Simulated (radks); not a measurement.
Species: the hafnium ion Hf70+. Configuration: [He]. All-electron calculation, non-relativistic Kohn-Sham, LB94 model potential, spin-polarised, spherical densities, point nucleus; relativity is left out, which matters for an element this heavy. Program: a radial shooting solver on a logarithmic mesh with Libxc functionals.

Normalised radial functions P(r) = r R(r), r in bohr:

```
   r/bohr * 1s, o 2s (the largest magnitude, 6.22, reaches the edge; | marks zero, & curves that meet)
 0.001237                             | o   *
 0.001487                             | o    *
 0.001802                             |  o    *
 0.002183                             |  o      *
 0.002645                             |   o       *
 0.003205                             |    o       *
 0.003883                             |    o          *
 0.004668                             |     o           *
 0.005656                             |      o            *
 0.006853                             |      o              *
 0.008303                             |       o               *
  0.01006                             |       o                 *
  0.01219                             |       o                  *
  0.01465                             |       o                  *
  0.01775                             |     o                   *
  0.02151                             |   o                   *
  0.02607                             |o                   *
  0.03158                           o |                *
  0.03827                      o      |            *
  0.04637                  o          |        *
  0.05574               o             |    *
  0.06753             o               |  *
  0.08183             o               |*
  0.09915               o             *
   0.1201                   o         *
   0.1456                       o     *
    0.175                          o  *
    0.212                            o*
   0.2569                             &
```

1s: eigenvalue -69145 eV, 0 radial nodes, <r> = 0.0210 bohr, 90 % of the charge inside 0.0372 bohr. 2s (empty): eigenvalue -17149.9 eV, 1 radial node at r = 0.0280 bohr, <r> = 0.0843 bohr, 90 % of the charge inside 0.128 bohr.
